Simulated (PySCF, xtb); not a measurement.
Te(Me)(SiH3) (CH6SiTe), SMILES C[Te][SiH3].

Harmonic wavenumbers (cm⁻¹) from GFN2-xTB in xtb at its own minimum, in rising order: 68, 115, 125, 365, 493, 495, 546, 770, 776, 819, 844, 853, 1310, 1485, 1488, 2238, 2246, 2310, 3062, 3068, 3086.

Task: What does PySCF 2.14.0 with B3LYP-D3(BJ)/def2-SVP give at its own minimum? (An estimate is asked for; the answer gives what the named calculation found.)

Result: 83, 110, 122, 332, 506, 551, 553, 834, 845, 893, 929, 961, 1240, 1439, 1444, 2207, 2214, 2233, 3062, 3179, 3185. Paired by order, the mean absolute difference is 50 cm⁻¹ and the zero-point energies are 38.0 and 38.5 kcal/mol.
